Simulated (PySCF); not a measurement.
## UHF on B (boron, neutral)

Configuration: [He] 2s2 2p1, 2P determinant. Computed with PySCF 2.14 in 6-31G*, with the non-relativistic Hamiltonian (point nucleus).

- Total energy: -24.521972 hartree
- One-electron energy: -32.4362 hartree
- Hartree (Coulomb) energy: 11.7020 hartree
- Exchange energy: -3.7878 hartree
- Kinetic energy: 24.64225 hartree
- ⟨S²⟩: 0.7538
- ⟨L²⟩: 2.010
- Sum of ⟨r⟩: 6.621 bohr
- Sum of ⟨r²⟩: 14.52 bohr²
- Traceless quadrupole moment −½Σ⟨3z² − r²⟩ along its main axis: -2.14 e·bohr²
- Density at the nucleus (Gaussians lack the cusp): 67.8 bohr⁻³
- Spin density at the nucleus: 0.0277 bohr⁻³
- Langevin diamagnetic susceptibility: -11.5 ×10⁻⁶ cm³/mol
- Time after the integrals: 0.05 s of wall time on 1 thread of Neoverse-V1 (shared host)

```json
{"shell": "1s α", "electrons": "1", "mean orbital energy (eV)": "-208.85", "rms radius, mean of both spins (bohr)": "0.379"}
{"shell": "1s β", "electrons": "1", "mean orbital energy (eV)": "-208.44", "rms radius, mean of both spins (bohr)": "0.379"}
{"shell": "2s α", "electrons": "1", "mean orbital energy (eV)": "-14.507", "rms radius, mean of both spins (bohr)": "2.11"}
{"shell": "2s β", "electrons": "1", "mean orbital energy (eV)": "-11.799", "rms radius, mean of both spins (bohr)": "2.11"}
{"shell": "2p α", "electrons": "1", "mean orbital energy (eV)": "-8.319", "rms radius, mean of both spins (bohr)": "2.30"}
```
